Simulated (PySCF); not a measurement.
One entry of a table of gas-phase calculations, keyed by method. Lists by class give the value and the number of equivalent atoms.

```json
{
 "formula": "C4H10AsB",
 "smiles": "[AsH2]BC1CCC1",
 "charge": 0,
 "multiplicity": 1,
 "geometry_level": "PBE0-D3(BJ)/def2-SVP",
 "atoms_angstrom": [
  ["As", 2.585, -1.155, -0.146],
  ["B", 1.456, 0.502, -0.06],
  ["C", -0.012, 0.51, 0.453],
  ["C", -0.864, -0.781, 0.547],
  ["C", -1.837, -0.2, -0.5],
  ["C", -1.112, 1.161, -0.437],
  ["H", 3.892, -0.557, 0.338],
  ["H", 2.179, -1.784, 1.175],
  ["H", 1.932, 1.519, -0.517],
  ["H", 0.099, 1.032, 1.428],
  ["H", -1.323, -0.939, 1.534],
  ["H", -0.359, -1.717, 0.259],
  ["H", -1.757, -0.687, -1.483],
  ["H", -2.899, -0.189, -0.213],
  ["H", -0.771, 1.568, -1.401],
  ["H", -1.687, 1.946, 0.076]
 ],
 "electronic_structure_code": "PySCF",
 "results": {
  "PBE0-D3(BJ)/def2-SVP geometry optimisation, gas phase": {
   "point_group": "C1",
   "rotational_constants_GHz": [6.133, 0.976, 0.909]
  },
  "CAM-B3LYP/def2-SVPD ground state, ΔSCF and vertical TDDFT (core frozen in the response)": {
   "dipole_D": 1.18,
   "homo_eV": -8.31,
   "lumo_eV": -0.3,
   "S1_eV": 4.58,
   "strongest_line_of_10_singlets_eV": 7.4,
   "T1_tda_eV": 3.78,
   "polarisability_au": 93.3,
   "vertical_ip_eV": 9.15,
   "r2_bohr2_about_centre_of_nuclear_charge": 1249.4,
   "singlets_eV_and_f": [
    [4.58, 0.049],
    [5.7, 0.001],
    [6.07, 0.063],
    [6.37, 0.038],
    [6.51, 0.1],
    [6.87, 0.029],
    [7.01, 0.019],
    [7.4, 0.182],
    [7.54, 0.03],
    [7.76, 0.012]
   ],
   "triplets_tda_eV": [3.78, 5.22, 5.43, 5.68]
  },
  "PBE0/pcSseg-1 ground state and GIAO shieldings, non-relativistic": {
   "shift_vs_computed_TMS_C_by_class_ppm": [
    [42.1, 1],
    [28.1, 2],
    [19.9, 1]
   ],
   "shift_vs_computed_TMS_H_by_class_ppm": [
    [9.15, 1],
    [3.19, 2],
    [2.58, 2],
    [2.28, 1],
    [2.12, 2],
    [1.88, 1],
    [1.84, 1]
   ],
   "shielding_other_nuclei_by_class_ppm": [
    ["B", -3.4, 1],
    ["As", 1744.7, 1]
   ],
   "charges_hirshfeld_e_by_atom": [0.05, 0.1, -0.1, -0.07, -0.07, -0.06, -0.02, -0.02, -0.06, 0.05, 0.04, 0.03, 0.04, 0.04, 0.04, 0.04]
  },
  "B3LYP/pcJ-1 As:pcSseg-1 indirect spin-spin coupling, non-relativistic, gas phase; spin–dipole term left out for some pairs": {
   "largest_one_bond_couplings_by_class_Hz": [
    ["11B–1H", 142.8, 1],
    ["13C–1H", 141.8, 2],
    ["13C–1H", 141.5, 1],
    ["13C–1H", 140.1, 2],
    ["13C–1H", 138.7, 1],
    ["13C–1H", 119.9, 1],
    ["13C–11B", 53.7, 1],
    ["13C–13C", 30.2, 2]
   ]
  }
 }
}
```

The polarisability is 13.82 Å³ as a volume (1 au = 0.148185 Å³), or 1.30 au for each of the 72 electrons. S1 lies 3.43 eV below the HOMO–LUMO gap; its leading configuration is HOMO→LUMO, weight 0.88.

 Relativistic effects, spin–orbit coupling among them, are left out although an element past zinc is present. Atoms bound to As lack the heavy atom's spin–orbit term in their shielding, so their NMR values are less reliable.

Shape of the structure used: `[AsH2:1][BH:2][CH:3]1[CH2:4][CH2:5][CH2:6]1`: As1–B2–C3–C4 -19°, H–As1–B2–C3 -139°, H–As1–B2–C3 -41°.

One conformer stands for the species.
